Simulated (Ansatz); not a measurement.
Born–Oppenheimer molecular dynamics of ClH$_{2}$OZn (5 atoms, charge 0, multiplicity 2). It starts at the highest image of a converged band, a first-order saddle point between two minima.

Method: UKS PBE0-D4/def2-SVP (Ansatz).

- ensemble: NVE (velocity Verlet)
- time step: 0.5 fs
- steps asked: 200
- starting velocities drawn for: 100 K
- seed: 5134

First frame:

```xyz
5
Properties=species:S:1:pos:R:3
Zn 0.068 -0.202 0.131
Cl -0.021 -0.086 2.406
O 0.097 -0.005 -1.646
H 0.220 -0.829 -2.130
H -0.109 0.205 3.971
```

Problem. How far do the bonds stretch over the last three quarters of this one trajectory? (Pairs bonded in most of those frames.)

Solution. 
```csv
bond,mean (Å),spread (Å),shortest,longest
Zn1–Cl2,2.109,0.096,1.97,2.25
Zn1–O3,1.773,0.034,1.72,1.83
O3–H4,0.964,0.012,0.94,0.98
```

Mean temperature of the second half: 914 K. The conserved energy stayed within 0.062 meV per atom of its start (net change 0.056 meV per atom), so the integration is sound. The kinetic energy rose, since the run started high on the potential surface and went downhill. It ends in pieces (ClHOZn + H), so much of that is their flight and rotation, not heat. A run of 0.1 ps of so small a system gives no equilibrium averages.

Run time: 6.7 min on 2 threads of Arm Neoverse V2, with other jobs on the host, peak memory 0.22 GiB.
